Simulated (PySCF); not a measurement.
**Electronic structure of Nb²⁺ (niobium, charge +2) at the UHF level**

Configuration: [Kr] 4d2 5p1, one real determinant (an excited configuration). All numbers are calculated (PySCF 2.14, scalar relativity by spin-free X2C-1e, in x2c-TZVPPall with one added diffuse shell each of s, p, d, f type (9s7p7d3f1g, 95 functions)).

| Quantity | Value |
| --- | --- |
| Total energy | -3816.242452 hartree |
| One-electron energy | -5236.8131 hartree |
| Hartree (Coulomb) energy | 1537.8104 hartree |
| Exchange energy | -117.2398 hartree |
| ⟨S²⟩ | 3.7544 |
| ⟨L²⟩ | 14.035 |
| Sum of ⟨r⟩ | 26.16 bohr |
| Sum of ⟨r²⟩ | 40.22 bohr² |
| Traceless quadrupole moment −½Σ⟨3z² − r²⟩ along its main axis | -5.71 e·bohr² |
| Langevin diamagnetic susceptibility | -31.9 ×10⁻⁶ cm³/mol |

| shell | electrons | mean orbital energy (eV) | spread (eV) | rms radius, mean of both spins (bohr) |
| --- | --- | --- | --- | --- |
| 1s α | 1 | -19110.2 | 0 | 0.0415 |
| 1s β | 1 | -19110.2 | 0 | 0.0415 |
| 2s α | 1 | -2767.2 | 0 | 0.171 |
| 2s β | 1 | -2766.7 | 0 | 0.171 |
| 2p α | 3 | -2467.8 | 0.034 | 0.152 |
| 2p β | 3 | -2467.4 | 0.041 | 0.152 |
| 3s α | 1 | -513.12 | 0 | 0.471 |
| 3s β | 1 | -512.86 | 0 | 0.471 |
| 3p α | 3 | -412.42 | 0.062 | 0.478 |
| 3p β | 3 | -412.09 | 0.104 | 0.478 |
| 3d α | 5 | -247.42 | 0.987 | 0.473 |
| 3d β | 5 | -246.76 | 0.295 | 0.473 |
| 4s α | 1 | -96.681 | 0 | 1.23 |
| 4s β | 1 | -93.880 | 0 | 1.23 |
| 4p α | 3 | -67.408 | 0.084 | 1.37 |
| 4p β | 3 | -63.630 | 0.351 | 1.37 |
| 4d α | 2 | -29.671 | 0.156 | 1.89 |
| 5p α | 1 | -16.346 | 0 | 3.82 |

⟨L²⟩ = 14.04 against 20 for a pure G term, so this real determinant mixes terms.

Densities and radii are taken from the X2C orbitals without a picture-change correction, which distorts them close to the nucleus.

Spin-orbit constants ζ (cm⁻¹) from the X2C one-electron operator on these orbitals: bare nucleus, nucleus screened by l(l+1)(2l+1)/3 electrons, and screened by the Breit-Pauli mean field of the electrons.

```csv
shell,bare,screened nucleus,mean field
2p,522500,497000,n/a
3p,85730,81540,n/a
3d,11920,9016,n/a
4p,11010,10470,n/a
4d,884.7,668.9,n/a
5p,1220,1160,n/a
```

To first order the Landé constant is A = 263.9 cm⁻¹, so the lowest level has J = 5/2 and lies 0.245 eV below the centre of the term. This holds in LS coupling only.
